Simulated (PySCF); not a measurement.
Working with the constants of BeS⁺

UHF-CCSD(T) constants of BeS⁺, ²Π (doublet), unpaired electrons π ↑ (PySCF, no relativity, basis sets Be aug-pcseg-1, S aug-pcseg-1; masses 9.0122 and 31.9721 u):

- ωe: 812.0 cm⁻¹
- ωexe: 5.92 cm⁻¹
- Be: 0.68124 cm⁻¹
- αe: 0.00677 cm⁻¹
- D (centrifugal): 1.92e-06 cm⁻¹
- De to Be⁺ + S: 2.72 eV

Problem. Give the vibrational terms G(v) and spacings up to v = 6.

Solution. G(v) = ωe(v+½) − ωexe(v+½)².

| v | G(v) (cm⁻¹) | G(v) − G(v−1) | Bv (cm⁻¹) |
| --- | --- | --- | --- |
| 0 | 404.5 |  | 0.6779 |
| 1 | 1204.7 | 800.2 | 0.6711 |
| 2 | 1993.0 | 788.3 | 0.6643 |
| 3 | 2769.5 | 776.5 | 0.6575 |
| 4 | 3534.1 | 764.6 | 0.6508 |
| 5 | 4286.9 | 752.8 | 0.6440 |
| 6 | 5027.9 | 741.0 | 0.6372 |

Problem. How well does the Morse estimate ωe²/(4ωexe) reproduce De, and what is D0?

Solution. It gives 3.45 eV, 127 % of the computed De. D0 = De − G(0) = 2.72 − 0.05 = 2.67 eV.

Correlated steps freeze 5 core orbitals. Correlated levels converge slowly with the basis: in double zeta they bind strong bonds too weakly, by up to about 1 eV, and carry superposition errors of some tenths. For an ion De counts to the pair picked by the measured ionisation energies or electron affinities, which need not be the lowest pair at this level. The state is the lowest determinant that a PBE0 search found; another state may lie lower at other levels.
